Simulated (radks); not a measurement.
Values are calculated unless marked as measured or tabulated.
Mg9+, 3 electrons, occupied as [He] 2s1. Level of theory: scalar-relativistic Kohn-Sham, r2SCAN, spin-polarised, spherical densities, finite nucleus; open shells are filled with parallel spins first; meta-GGA in the generalised Kohn-Sham scheme; Fermi nuclear charge, rms radius 3.057 fm (a radial shooting solver on a logarithmic mesh with Libxc functionals).

Normalised radial functions P(r) = r R(r), r in bohr:

r,2s up
0.005179,0.1267
0.00719,0.1714
0.01006,0.2312
0.01397,0.3054
0.01939,0.3955
0.02691,0.4979
0.03736,0.6013
0.05186,0.6822
0.072,0.7000
0.09995,0.5979
0.1387,0.3180
0.1926,-0.1587
0.2695,-0.7775
0.3741,-1.2847
0.5194,-1.4126
0.721,-1.0611
1.001,-0.5047
1.389,-0.1325
1.929,-0.0157
2.677,-0.0006
3.717,0.0000

2s up: eigenvalue -352.67 eV, 1 radial node at r = 0.175 bohr, <r> = 0.558 bohr, 90 % of the charge inside 0.850 bohr.
